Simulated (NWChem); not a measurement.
Species: CH$_{6}$BeOSSi; SMILES [S](C)[Be][O][SiH3]

```xyz
11

Be     0.3385     0.2502     0.2008
S      0.6405     2.1222     0.3392
C     -1.0148     2.7874    -0.0820
H     -1.3228     2.5052    -1.0978
H     -0.9326     3.8816    -0.0381
H     -1.7784     2.4695     0.6407
O      0.1336    -1.1483     0.1035
Si    -0.1067    -2.7785     0.0065
H     -1.2650    -3.0676    -0.8913
H     -0.3940    -3.3376     1.3613
H      1.1122    -3.4422    -0.5447
```
Atoms are numbered in this order, from 1.

Level: PBE0/def2-SVP (NWChem), optimised geometry, unscaled harmonic frequencies. 

Question: List the harmonic frequencies with IR intensities, and the thermochemistry.

Answer: 
```json
[
 {"frequency (cm⁻¹)": "4", "IR intensity (km/mol)": "0.4"},
 {"frequency (cm⁻¹)": "52", "IR intensity (km/mol)": "0.0"},
 {"frequency (cm⁻¹)": "56", "IR intensity (km/mol)": "0.6"},
 {"frequency (cm⁻¹)": "78", "IR intensity (km/mol)": "0.0"},
 {"frequency (cm⁻¹)": "128", "IR intensity (km/mol)": "4.1"},
 {"frequency (cm⁻¹)": "318", "IR intensity (km/mol)": "42.8"},
 {"frequency (cm⁻¹)": "352", "IR intensity (km/mol)": "20.6"},
 {"frequency (cm⁻¹)": "404", "IR intensity (km/mol)": "29.1"},
 {"frequency (cm⁻¹)": "721", "IR intensity (km/mol)": "6.1"},
 {"frequency (cm⁻¹)": "735", "IR intensity (km/mol)": "63.9"},
 {"frequency (cm⁻¹)": "737", "IR intensity (km/mol)": "66.5"},
 {"frequency (cm⁻¹)": "895", "IR intensity (km/mol)": "8.9"},
 {"frequency (cm⁻¹)": "953", "IR intensity (km/mol)": "76.3"},
 {"frequency (cm⁻¹)": "955", "IR intensity (km/mol)": "81.1"},
 {"frequency (cm⁻¹)": "957", "IR intensity (km/mol)": "13.6"},
 {"frequency (cm⁻¹)": "974", "IR intensity (km/mol)": "24.0"},
 {"frequency (cm⁻¹)": "993", "IR intensity (km/mol)": "476.6"},
 {"frequency (cm⁻¹)": "1335", "IR intensity (km/mol)": "39.4"},
 {"frequency (cm⁻¹)": "1454", "IR intensity (km/mol)": "12.7"},
 {"frequency (cm⁻¹)": "1456", "IR intensity (km/mol)": "892.0"},
 {"frequency (cm⁻¹)": "1458", "IR intensity (km/mol)": "7.9"},
 {"frequency (cm⁻¹)": "2237", "IR intensity (km/mol)": "153.1"},
 {"frequency (cm⁻¹)": "2238", "IR intensity (km/mol)": "142.7"},
 {"frequency (cm⁻¹)": "2241", "IR intensity (km/mol)": "93.3"},
 {"frequency (cm⁻¹)": "3074", "IR intensity (km/mol)": "22.0"},
 {"frequency (cm⁻¹)": "3187", "IR intensity (km/mol)": "2.3"},
 {"frequency (cm⁻¹)": "3189", "IR intensity (km/mol)": "1.1"}
]
```

```yaml
zero_point_energy: 44.6 kcal/mol
thermal correction to the enthalpy at 298.15 K (with zero-point energy): 50.5 kcal/mol
heat capacity Cv: 25.8 cal/(mol K)
entropy at 298.15 K and 1 atm (symmetry number 1): 98.5 cal/(mol K)
dipole_moment: 1.56 D
```

Rigid rotor and harmonic oscillator; modes under 100 cm⁻¹ make the entropy uncertain.
